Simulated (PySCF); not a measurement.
# Correlation energy of Te⁺ (tellurium, charge +1)

[Kr] 4d10 5s2 5p2 6s1, 6s spin antiparallel (an excited configuration). Calculation: PySCF 2.14, in x2c-TZVPPall with one added diffuse shell each of s, p, d, f type (9s7p5d3f, 76 functions); scalar relativity by spin-free X2C-1e. Frozen: [Ar] 3d10; 23 electrons correlated.

MP2 pair energies summed by pair of shells (mhartree):

```json
{"pair": "4d-4d", "energy": "-234.44", "share (%)": "45.3"}
{"pair": "4d-5s", "energy": "-63.48", "share (%)": "12.3"}
{"pair": "4p-4d", "energy": "-57.91", "share (%)": "11.2"}
{"pair": "4d-5p", "energy": "-39.21", "share (%)": "7.6"}
{"pair": "5s-5p", "energy": "-27.50", "share (%)": "5.3"}
{"pair": "4p-4p", "energy": "-23.06", "share (%)": "4.5"}
{"pair": "4s-4d", "energy": "-13.42", "share (%)": "2.6"}
{"pair": "5s-5s", "energy": "-12.58", "share (%)": "2.4"}
{"pair": "4p-5s", "energy": "-8.07", "share (%)": "1.6"}
{"pair": "4s-4p", "energy": "-8.00", "share (%)": "1.5"}
{"pair": "5p-6s", "energy": "-7.91", "share (%)": "1.5"}
{"pair": "5s-6s", "energy": "-5.80", "share (%)": "1.1"}
{"pair": "4d-6s", "energy": "-5.28", "share (%)": "1.0"}
{"pair": "5p-5p", "energy": "-4.31", "share (%)": "0.8"}
{"pair": "4p-5p", "energy": "-3.52", "share (%)": "0.7"}
{"pair": "4s-4s", "energy": "-1.89", "share (%)": "0.4"}
{"pair": "4s-5s", "energy": "-0.57", "share (%)": "0.1"}
{"pair": "4p-6s", "energy": "-0.48", "share (%)": "0.1"}
{"pair": "4s-5p", "energy": "-0.37", "share (%)": "0.1"}
{"pair": "4s-6s", "energy": "-0.03", "share (%)": "0.0"}
```

Total MP2 correlation energy: -517.85 mhartree.

Same-spin part -186.46 and opposite-spin part -331.39 mhartree; SCS-MP2 scales them by 1/3 and 6/5 to -459.82 mhartree.

This basis was not built for core-valence correlation, so the inner-shell part is incomplete.
